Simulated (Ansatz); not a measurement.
Cost and result up the ladder for BCl2(OH) (BCl2OH) (5 atoms). Charge 0, multiplicity 1. Geometry: PBE0-D4/def2-TZVP.

```xyz
5

B     0.230    0.212   -0.002
Cl    1.538    1.059   -0.786
Cl   -0.190    0.597    1.665
O    -0.437   -0.726   -0.691
H    -1.141   -1.142   -0.185
```

Ansatz on 4 threads of Intel Xeon Platinum 8488C on a shared host. Times are rough, and most runs start from the orbitals of an earlier one. ωB97X-V/def2-TZVP serves as the yardstick here, not as an exact answer. Differences are given only for rows in sets of like size (and for xTB, whose basis is part of the method), since another set adds its own error. Binding counts from free atoms at the same level (B doublet, Cl doublet, O triplet, H doublet; other spins of the atoms weren't run), without zero-point energy or a counterpoise term.

B3LYP takes the VWN-RPA correlation. HSE06 is defined as in plane-wave codes, on full-range PBE exchange. Correlated methods freeze 12 core orbitals.

Correlated methods converge slowly with the basis.

```csv
level,functions,binding energy per atom (eV),difference from ωB97X-V/def2-TZVP (eV)
r2SCAN-D4/def2-TZVP,142,4.06,0.06
PBE0-D4/def2-TZVP,142,4.04,0.03
LDA (SPW92)/def2-TZVP (with forces),142,4.69,0.68
HSE06-D4/def2-TZVP,142,4.04,0.03
B97M-V/def2-TZVP,142,4.06,0.05
PBE-D4/def2-SVP,69,4.21,–
ωB97X-V/def2-TZVP,142,4.01,0.00
HF/6-31G,46,2.46,–
B3LYP-D4/6-31G,46,3.59,–
HF/STO-3G,29,3.22,–
B3LYP-D4/def2-TZVP,142,3.97,-0.04
CCSD(T)/def2-TZVPP,160,3.89,-0.12
MP2/def2-TZVP,142,4.06,0.05
PBE-D4/def2-TZVP,142,4.14,0.13
```

Question: Estimate how long each takes.

Answer: HF/STO-3G 0.1 s; HF/6-31G 0.15 s; PBE-D4/def2-SVP 0.25 s; B3LYP-D4/6-31G 0.35 s; LDA (SPW92)/def2-TZVP (with forces) 0.5 s; PBE-D4/def2-TZVP 0.55 s; B3LYP-D4/def2-TZVP 0.65 s; PBE0-D4/def2-TZVP 0.65 s; MP2/def2-TZVP 0.65 s; HSE06-D4/def2-TZVP 0.75 s; r2SCAN-D4/def2-TZVP 0.95 s; B97M-V/def2-TZVP 1.4 s; ωB97X-V/def2-TZVP 1.7 s; CCSD(T)/def2-TZVPP 7.5 s. On shared hardware such times vary by a factor of up to 3.
